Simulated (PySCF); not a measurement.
Computed shifts of a molecule C₂H₁₀OSi₂, PBE/pcSseg-1 (PySCF), GIAO, gas phase, equivalent atoms averaged, in ppm (number of nuclei): ¹³C: 68.5 (1), 66.6 (1). ²⁹Si: -69.5 (1), -111.8 (1). ¹H: 4.34 (1), 4.23 (1), 3.84 (1), 3.77 (3), 3.71 (3), 3.45 (1). References: ¹³C against TMS (σ = 182.0 ppm); ¹⁷O against H2O (σ = 334.3 ppm); ²⁹Si against TMS (σ = 335.4 ppm); ¹H against TMS (σ = 31.49 ppm), references at their B3LYP-D3(BJ)/def2-TZVP geometries, non-relativistic. Coordinates come from a B3LYP-D3(BJ)/def2-SVP optimisation. Other conformers were not sampled.

Question: Which molecule gave these data?
(A) C[C@H]([SiH3])[SiH2]O
(B) COC[SiH2][SiH3]
(C) C[C@H]([SiH3])O[SiH3]
(D) [SiH3]CCO[SiH3]

Answer: B, COC[SiH2][SiH3]
